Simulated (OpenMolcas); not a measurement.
A run on Ce2+.

| Item | Value |
| --- | --- |
| Program | OpenMolcas |
| Method | CASSCF |
| Basis | ANO-RCC-VTZP [8s7p5d3f2g1h] |
| Scalar Hamiltonian | DKH2, point nucleus |
| Active space | 2 electrons in 7 orbitals (4f) |
| State averaging | 2S+1 = 3 even, 21 roots; 2S+1 = 1 even, 28 roots |
| Spin-orbit coupling | state interaction with AMFI integrals over the reference wave functions, term energies averaged over their components |

104 basis functions. Blocks (2S+1, parity, CSFs, roots kept): 3, even, 21, 21; 1, even, 28, 28.

Q: How long do the RASSCF and RASSI steps take on 1 thread of Arm Neoverse V2, with other jobs on the host?

A: About 18 s of wall time, without the integral step.
